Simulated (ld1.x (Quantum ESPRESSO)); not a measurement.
Before and after: TM potential for phosphorus

ld1.x (Quantum ESPRESSO) 7.5 input, shortened:

```
&input
   title='P', zed=15., rel=1, dft='PW91', iswitch=3,
   config='[Ne] 3s1.75 3p3.25'
 /
 &inputp
   pseudotype=2, tm=.true., lloc=1,
   nlcc=.true., new_core_ps=.true., rcore=0.80
 /
2
3S  1  0   1.75   0.00  1.20  1.20  0.0
3P  2  1   3.25   0.00  1.60  1.60  0.0
 &test
   configts(1)='3s1.75 3p3.25'
 /
```

Change: wave 3s (bound): rc 1.20 bohr becomes 3s (bound): rc 1.82 bohr.

Cutoffs: the cutoffs (Ry, on a coarse ladder) from which the occupation-weighted sum of valence levels, in a spherical-Bessel basis at the reference potential, stays within 10 and 1 mRy of its value at 400 Ry; they do not see the model core or the augmentation charge, which bear on the density cutoff. Errors are all-electron minus pseudo energies relative to the spin-unpolarised reference configuration.

Task: How do hardness, ghosts and transferability respond?

Result: The potential gets softer (45 Ry and 100 Ry → 18 Ry and 45 Ry); of the 7 tests that both files solve, the error grows in 1 and shrinks in 0 by more than 15 % and 0.3 meV (median size 1.7 → 2.0 meV); neither file shows a bound ghost. A larger radius leaves more room for a smooth pseudo-wave, so fewer plane waves are needed.

```csv
quantity,base,changed
"cutoff, loose",45 Ry,18 Ry
"cutoff, tight",100 Ry,45 Ry
loose cutoff by channel (10 mRy a level),"s 40 Ry, p 8 Ry","s 15 Ry, p 8 Ry"
bound ghosts,none,none
"error for 3s2 3p3, meV [ΔE -2.12 eV]",-0.1,-0.1
"error for 3s2 3p2, meV [ΔE 7.65 eV]",+1.7,+2.0
"error for 3s2 3p1, meV [ΔE 26.86 eV]",+18,+19
"error for 3s2 3p0, meV [ΔE 56.68 eV]",+65,+70
"error for 3s2 3p2.5, meV [ΔE 1.67 eV]",-0.1,-0.1
"error for 3s2 3p3.3, meV [ΔE -3.44 eV]",+0.3,+0.2
"error for 3s1 3p0, meV [ΔE 108.78 eV]",+142,+137
```
